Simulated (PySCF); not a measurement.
Work out the structure from these simulated measurements.

Elements present: C, H and Si. Monoisotopic mass: 174.0173 u.

| Property | Result |
| --- | --- |
| Rotational structure | rotational constants A, B, C: 1.245, 0.614, 0.510 GHz [PBE0-D3(BJ)/def2-SVP] |
| UV, strongest line | among the 10 lowest singlet transitions: S10 at 7.27 eV (171 nm, f = 0.128) [TDDFT wB97X-D/def2-SVPD] |
| Triplet | lowest triplet excitation (Tamm–Dancoff): 5.32 eV [TDA wB97X-D/def2-SVPD] |
| 1H NMR | chemical shifts (computed TMS as zero) by class: 4.10 (1 H), 4.09 (1 H), 3.77 (3 H), 3.74 (1 H), 3.66 (1 H), 3.62 (1 H), 3.40 (1 H), 1.85 (1 H), 1.84 (1 H), 1.36 (3 H) ppm [GIAO PBE0/pcSseg-1] |
| NMR, other nuclei | isotropic shieldings of nuclei other than C and H, by class: 404 (1 Si), 455 (1 Si), 463 (1 Si), 467 (1 Si) ppm [GIAO PBE0/pcSseg-1] |
| 13C NMR | chemical shifts (computed TMS as zero) by class: 91.8 (1 C), 78.8 (1 C), 20.8 (1 C), 10.4 (1 C) ppm [GIAO PBE0/pcSseg-1] |
| Dipole | 1.09 D [wB97X-D/def2-SVPD] |
| Polarisability | 163.9 au [wB97X-D/def2-SVPD] |
| Valence photoelectron | vertical ionisation energy: 9.31 eV [ΔSCF wB97X-D/def2-SVPD] |

Gas-phase values; electronic properties from PySCF, density fitting. Levels stand in brackets. Isolated species at its PBE0-D3(BJ)/def2-SVP geometry (one conformer only). NMR values are class means; diastereotopic atoms form classes of their own.

Problem. Which formula fits the mass and the elements?

Solution. C4H14Si4 (calculated 174.0173). No other formula that holds each of these elements comes within 0.0003 u with a fitting electron parity and a possible valence count.

Problem. Give a SMILES that accounts for the data.

Solution. Numbering: `[CH:1]#[C:2][C@H:3]([CH3:4])[SiH2:5][SiH2:6][SiH2:7][SiH3:8]`. Its formula, C4H14Si4, gives 2 degrees of unsaturation: 0 rings and 2 π bonds in the structure found. 4 carbons fall into 4 classes; from least to most shielded: alkyne carbon [C2] (91.8 ppm), terminal alkyne carbon [C1] (78.8 ppm), methyl carbon [C4] (20.8 ppm), sp3 carbon bound to silicon [C3] (10.4 ppm). Hydrogen classes from least to most shielded: 1 H on an SiH2 silicon, Si5 (4.10 ppm), 1 H on an SiH2 silicon, Si5 (4.09 ppm), 3 H on an SiH3 silicon, Si8 (3.77 ppm), 1 H on an SiH2 silicon, Si7 (3.74 ppm), 1 H on an SiH2 silicon, Si7 (3.66 ppm), 1 H on an SiH2 silicon, Si6 (3.62 ppm), 1 H on an SiH2 silicon, Si6 (3.40 ppm), 1 H on an sp3 carbon bound to silicon, C3 (1.85 ppm), 1 H on a terminal alkyne carbon, C1 (1.84 ppm), 3 H on a methyl carbon, C4 (1.36 ppm, a mean of values up to 0.6 ppm apart in this geometry). The other shieldings belong to: 404 ppm, SiH2 silicon [Si5]; 455 ppm, SiH3 silicon [Si8]; 463 ppm, SiH2 silicon [Si7]; 467 ppm, SiH2 silicon [Si6]. The first electron is taken from the HOMO, whose largest Löwdin shares are 0.30 on the terminal alkyne carbon, 0.25 on the alkyne carbon, 0.15 on the sp3 carbon bound to silicon and 0.10 on an SiH2 silicon. The optimised geometry has point group C1 and is an asymmetric top. Structure: `C#C[C@H](C)[SiH2][SiH2][SiH2][SiH3]`. Computed isomers that give other values at the same levels: `C#C[Si@H](CC)[SiH2][SiH2][SiH3]` (13C chemical shifts (computed TMS as zero) by class: 107.8 (1 C), 85.9 (1 C), 10.0 (1 C), 7.8 (1 C) ppm); `CC#C[Si@H](C)[SiH]([SiH3])[SiH3]` (13C chemical shifts (computed TMS as zero) by class: 118.1 (1 C), 82.6 (1 C), 6.1 (1 C), -2.9 (1 C) ppm); `CC#C[SiH2][Si@@H](C)[SiH2][SiH3]` (13C chemical shifts (computed TMS as zero) by class: 117.7 (1 C), 77.3 (1 C), 6.2 (1 C), -8.4 (1 C) ppm). The assignments are read from this structure; whether some other isomer fits the data as well wasn't checked. The mirror image fits equally.

Shape of the structure used: `[CH:1]#[C:2][C@H:3]([CH3:4])[SiH2:5][SiH2:6][SiH2:7][SiH3:8]`: C2–C3–Si5–Si6 -57°, C3–Si5–Si6–Si7 63°, Si5–Si6–Si7–Si8 48°.
